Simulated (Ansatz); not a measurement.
Ansatz (an electronic-structure program) input (CCSD(T)/def2-TZVPP):

Ansatz 0.2 input:
```yaml
crystal:
  periodic: [false, false, false]
  atoms:
    - {symbol: Cl, position_ang: [-0.00000000, -0.00000000, -1.70646592]}
    - {symbol: I, position_ang: [0.00000000, 0.00000000, 0.54735699]}
basis:
  gaussian:
    orbitals: def2-TZVPP
total_charge: 1
magnetization: {spin_polarized: true, initial_magnetization: 1}
correlation: {method: ccsd_t, electrons: outside_noble_gas}
```

End of the output:

```
integrals: 0.14 GiB planned
731 factors; integrals over basis functions are off by at most 6.9e-4 eV
mean field: 0.33 GiB planned
mean field evaluation 1: about -20565.3900 eV, gradient 1.5e1 eV
mean field evaluation 2: about -20565.4556 eV, gradient 1.4e1 eV
mean field evaluation 4: about -20566.7095 eV, gradient 1.6e0 eV
mean field evaluation 8: about -20566.7591 eV, gradient 4.6e-1 eV
mean field evaluation 16: about -20566.7731 eV, gradient 2.0e-6 eV
mean field evaluation 32: about -20566.7731 eV, gradient 9.4e-3 eV
mean field evaluation 64: about -20563.0303 eV, gradient 8.4e0 eV
mean field evaluation 96: about -20563.3564 eV, gradient 1.1e1 eV
mean field evaluation 128: about -20560.2697 eV, gradient 1.2e1 eV
mean field evaluation 160: about -20563.8114 eV, gradient 1.4e-1 eV
mean field evaluation 192: about -20563.8087 eV, gradient 4.2e-2 eV
mean field -20566.77313037 eV, -755.8149718817 hartree, gradient 2.9e-6 eV, S^2 0.764144; 6 other end points of the search recorded, 0 dependent functions left out
determinant -20566.77313037 eV, -755.8149718817 hartree, with singles and doubles -20575.92773671 eV, -756.1513974594 hartree
determinant -20563.88945806 eV, -755.7089988787 hartree, with singles and doubles -20572.91775690 eV, -756.0407827416 hartree
determinant -20563.80841953 eV, -755.7060207678 hartree, with singles and doubles -20572.99169026 eV, -756.0434997426 hartree
determinant -20563.33377266 eV, -755.6885778172 hartree, with singles and doubles -20572.89482786 eV, -756.0399401148 hartree
14 core orbitals not correlated
reference -20566.77313037 eV, -755.8149718817 hartree; 7, 6 occupied and 71, 72 virtual orbitals, 731 factors
second order -8.25134691 eV of doubles, -0.00000000 eV of singles
coupled cluster: 0.36 GiB planned
cycle   1  -9.11773827 eV  change   -2.6e-1 eV  update   1.4e-2
cycle   2  -9.13328720 eV  change   -1.6e-2 eV  update   3.6e-3
cycle   3  -9.13405999 eV  change   -7.7e-4 eV  update   1.7e-3
cycle   4  -9.13563343 eV  change   -1.6e-3 eV  update   1.2e-3
cycle   5  -9.13660074 eV  change   -9.7e-4 eV  update   6.5e-4
cycle   6  -9.13684377 eV  change   -2.4e-4 eV  update   2.2e-4
cycle   7  -9.13693563 eV  change   -9.2e-5 eV  update   4.7e-5
cycle   8  -9.13695503 eV  change   -1.9e-5 eV  update   2.1e-5
cycle   9  -9.13695337 eV  change    1.7e-6 eV  update   7.9e-6
perturbative correction -0.43219378 eV, -0.0158828286 hartree
Total energy: -20576.34227752 eV, -756.1666315533 hartree
```
